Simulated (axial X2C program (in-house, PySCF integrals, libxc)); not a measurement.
**Outer orbitals of SrC at 2.394 Å, PBE**

All values were computed with an in-house relativistic program for diatomic molecules. Spin-free means the one-electron spin-free X2C Hamiltonian; two-component (2c) means X2C with spin–orbit coupling and atomic mean-field two-electron Coulomb and Gaunt terms, so the difference of the two also holds small scalar two-electron terms. Basis: Sr dyall-cv3z [13s12p8d5f1g], C dyall-v3z [7s6p2d1f] (cores contracted in-house); Gaussian nuclei, density fitting, unrestricted open shells. Masses: Sr 87.906 u, C 12.000 u.

The distance is close to the 2c PBE0 minimum; the highest filled and lowest empty levels are listed.

Spin-free orbitals, state M_S = 2, Λ = 0 (beyond evenly filled blocks: 2 × σα, π+α, π-α) (Löwdin shares):

```
symmetry  occupied  ε (eV)              atomic character
     π-α       yes  -22.49                     100% Sr p
     π+α       yes  -22.49                     100% Sr p
      σα       yes  -22.47                      96% Sr p
     π-β       yes  -22.27                     100% Sr p
     π+β       yes  -22.27                     100% Sr p
      σβ       yes  -22.09                      97% Sr p
      σα       yes  -12.82     76% C s, 8% Sr d, 8% Sr p
      σβ       yes   -9.65    72% C s, 10% Sr d, 8% Sr p
      σα       yes   -5.01    78% C p, 10% Sr s, 8% Sr d
     π-α       yes   -4.74    82% C p, 12% Sr d, 3% Sr p
     π+α       yes   -4.74    82% C p, 12% Sr d, 3% Sr p
      σα       yes   -3.36  72% Sr s, 11% Sr p, 10% Sr d
      σβ        no   -2.63   56% Sr s, 30% C p, 10% Sr p
     π-β        no   -2.26    66% C p, 28% Sr d, 5% Sr p
     π+β        no   -2.26    66% C p, 28% Sr d, 5% Sr p
      σβ        no   -1.87   38% C p, 33% Sr d, 24% Sr s
```

Spinors with spin–orbit coupling (state Ω = 2):

```csv
ω,occupied,ε (eV),atomic character,λ mixture
-1/2,yes,-23.11,99% Sr p,"80% π, 20% σ"
1/2,yes,-23.07,98% Sr p,"58% π, 42% σ"
3/2,yes,-22.11,100% Sr p,100% π
1/2,yes,-22.02,97% Sr p,"58% σ, 42% π"
-3/2,yes,-21.88,100% Sr p,100% π
-1/2,yes,-21.82,97% Sr p,"80% σ, 20% π"
1/2,yes,-12.82,"76% C s, 8% Sr d, 8% Sr p",100% σ
-1/2,yes,-9.65,"72% C s, 10% Sr d, 8% Sr p",100% σ
1/2,yes,-5.01,"78% C p, 10% Sr s, 8% Sr d",100% σ
-1/2,yes,-4.75,"82% C p, 12% Sr d, 3% Sr p",100% π
3/2,yes,-4.74,"82% C p, 12% Sr d, 3% Sr p",100% π
1/2,yes,-3.36,"72% Sr s, 11% Sr p, 10% Sr d",100% σ
-1/2,no,-2.63,"56% Sr s, 30% C p, 10% Sr p",100% σ
1/2,no,-2.27,"65% C p, 28% Sr d, 5% Sr p",100% π
-3/2,no,-2.26,"66% C p, 28% Sr d, 5% Sr p",100% π
-1/2,no,-1.87,"38% C p, 33% Sr d, 24% Sr s",100% σ
```

Mulliken charges and populations of the two-component result (they depend on the basis, above all on diffuse functions):

Sr 0.53 e (s 8.91 p 18.13 d 10.41 f 0.02), C -0.53 e (s 3.90 p 2.61 d 0.01). ⟨Lz⟩ = 0.00 ħ and ⟨Sz⟩ = 2.00 ħ (0.68 and 1.32 on the two atoms), which add up to Ω.

The state is one determinant whose occupation by symmetry is held fixed; it was picked as the lowest of a PBE0 search that is not exhaustive. Density functionals use the spin component along the axis (collinear). PBE0 can misorder states that lie within some tenths of an eV, so this need not be the ground state of the molecule. The nearest other spin-free determinant of the search, M_S = 1, Λ = 0, lies 0.68 eV up at the distance of the search. The spin of this state cannot come from the lowest atoms; the curve heads to a higher limit, and no De is given. With several unpaired electrons one determinant need not be a pure state. Open-shell Ω = 0 determinants with evenly filled partner blocks cannot be reached by this program, so the Ω shown need not be the lowest component.
